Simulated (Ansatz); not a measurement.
`[NH2][GaH][CH2]F`, relaxed with RKS PBE0-D4/def2-TZVP in Ansatz from a PBE-D4/def2-SVP geometry. The force threshold is 0.005 eV/Å; the program also tests the step.

The species carries charge 0 and has multiplicity 1.

Start:

```xyz
9

N    -0.756   -0.384    1.619
Ga    0.547   -0.408    0.338
C     0.169    0.538   -1.384
F     1.331    0.636   -2.150
H    -1.660    0.086    1.536
H    -0.665   -0.849    2.524
H     1.874   -1.175    0.687
H    -0.232    1.562   -1.198
H    -0.608   -0.006   -1.971
```

```tsv
step	energy (eV)	largest force (eV/Å)	largest move (Å)
1	-57693.1816	0.668	0.000
2	-57693.2104	0.216	0.025
3	-57693.2129	0.022	0.019
4	-57693.2131	0.014	0.022
5	-57693.2132	0.013	0.007
6	-57693.2134	0.028	0.030
7	-57693.2135	0.032	0.017
8	-57693.2137	0.041	0.037
9	-57693.2138	0.036	0.018
10	-57693.2138	0.025	0.018
11 (rejected)	-57693.2138	0.023	0.023
12	-57693.2139	0.006	0.011
13	-57693.2139	0.004	0.003
```

End:

```xyz
9

N    -0.768   -0.412    1.589
Ga    0.568   -0.383    0.358
C     0.165    0.544   -1.355
F     1.257    0.505   -2.219
H    -1.676    0.001    1.465
H    -0.682   -0.852    2.489
H     1.913   -1.079    0.729
H    -0.093    1.595   -1.188
H    -0.685    0.081   -1.868
```

Hardware: 4 threads of an Arm Neoverse V2 on a shared host. Wall time 25 s, peak host memory 0.4 GiB.
